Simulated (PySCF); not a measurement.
Dipole response of Ni²⁶⁺ (nickel, charge +26)

1s2, closed-shell 1S. Calculation: PySCF 2.14, in an uncontracted even-tempered set (15 s from 30 bohr⁻², ratio 2.2; 7 p from 46 bohr⁻², ratio 2.4; 4 d from 140 bohr⁻², ratio 2.4; 3 f from 210 bohr⁻², ratio 2.4; 3 g from 310 bohr⁻², ratio 2.4); no relativity, point nucleus. Coupled (time-dependent) response in atomic units; α is the mean over directions.

| method | mean α (bohr³) | C₆ (like pair) | S(−4) |
| --- | --- | --- | --- |
| UHF | 1.542e-05 | 5.813e-08 | 1.573e-10 |
| PBE0 | 1.550e-05 | 5.854e-08 | 1.593e-10 |

S(−4) is the Cauchy moment in α(ω) = α(0) + S(−4) ω² + …

α(iu) at PBE0:

| u (hartree) | α(iu) (bohr³) |
| --- | --- |
| 0 | 1.550e-05 |
| 30.0 | 1.536e-05 |
| 60.0 | 1.495e-05 |
| 120 | 1.353e-05 |
| 180 | 1.171e-05 |
| 240 | 9.895e-06 |
| 300 | 8.290e-06 |
| 450 | 5.383e-06 |
| 600 | 3.660e-06 |
| 900 | 1.945e-06 |
| 1500 | 7.943e-07 |

A single London oscillator, α(iu) = α/(1 + u²/ω²), gives C₆ = (3/4) ω α². Matching the computed C₆ needs ω = 4 × 5.854e-08 / (3 × 1.550e-05²) = 325 hartree.

For an ion, C₆ is the dispersion term alone; charge-induced terms of lower order in 1/R come first.
